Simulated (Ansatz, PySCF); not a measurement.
C4H12BeSSi (SMILES C[S][Be][Si](C)(C)C), singlet, geometry from GFN2-xTB (such geometries of metal compounds can be far from the true shape), with bond 17-10 at 2.4 times its length. Base run: CASSCF(6,5)/STO-3G run with PySCF.

Input for PySCF:
```python
from pyscf import gto, scf, mcscf
import numpy

mol = gto.M(
    atom='''
Be   -0.02190835   -0.23606865    0.76035762
S    -0.02467534   -0.54179464    2.64105809
C    -0.49914298   -2.22038078    3.19189921
H    -1.50759398   -2.44250066    2.86016532
H    -0.45583168   -2.20943853    4.27666681
H     0.20364387   -2.94606703    2.79704364
Si    0.09788068    0.53676476   -1.29671733
C    -1.13149272   -0.25003157   -2.54358941
C     1.80577856    0.32755098   -2.14752669
C    -0.25348501    2.42012243   -1.40722575
H    -1.03606578    0.18397147   -3.53493845
H    -0.96456671   -1.31883042   -2.63936284
H    -2.16006281   -0.11015608   -2.22491926
H     2.07299798   -0.72065148   -2.24246512
H     2.59140617    0.81168452   -1.57531594
H     1.81651830    0.75804242   -3.14511509
H     1.42760735    3.77413451    0.05286931
H    -1.25243733    2.65511815   -1.05268592
H    -0.17281584    2.78924920   -2.42588178
''',
    basis='sto-3g',
    verbose=4,
)

mf = scf.RHF(mol)
mf.kernel()
mc = mcscf.CASSCF(mf, 5, 6)
mc.fix_spin_(ss=0.0)
mc.kernel()
occ = numpy.linalg.eigvalsh(mc.fcisolver.make_rdm1(mc.ci, mc.ncas, mc.nelecas))[::-1]
ss = mc.fcisolver.spin_square(mc.ci, mc.ncas, mc.nelecas)[0]
print('natural occupations', occ.round(4), ' <S^2>', round(ss, 4))
```

Programs used: Ansatz (a quantum-chemistry and plane-wave program), PySCF; a row that names a program was run with it.

Each row names what was changed in the base input (with any setting that the change needs).

| change | ΔE vs base (mEh) | natural occupations | <S^2> of the state |
|---|---|---|---|
| base | 0.000 | 2.00 1.98 1.31 0.69 0.02 | 0.00 |
| orbitals = fixed (CASCI); correction = SC-NEVPT2 | -274.9 | 2.00 2.00 1.33 0.67 0.00 | 0.00 |
| active space = 8 electrons, 6 orbitals | -0.131 | 2.00 2.00 1.98 1.31 0.69 0.02 | 0.00 |
| conv_tol = 1e-5 | 0.306 | 2.00 1.98 1.31 0.69 0.02 | 0.00 |
| solver = newton | 0.500 | 2.00 1.98 1.31 0.69 0.02 | 0.00 |
| correction = SC-NEVPT2 | -274.9 | 2.00 1.98 1.31 0.69 0.02 | 0.00 |
| orbitals = fixed (CASCI) | 21.089 | 2.00 2.00 1.33 0.67 0.00 | 0.00 |
| active space = 4 electrons, 4 orbitals | -5.974 | 1.97 1.32 0.68 0.02 | 0.00 |
| code = ansatz; correction = SC-NEVPT2, all electrons | -279.6 | - | - |
| fix_spin_ = off | 0.000 | 2.00 1.98 1.31 0.69 0.02 | 0.00 |
| code = ansatz | -6.483 | - | - |

Active orbitals are taken around the Fermi level unless the row says otherwise; CASSCF can end in different local minima, and two programs can end on different orbitals. State-averaged rows give the lowest state.
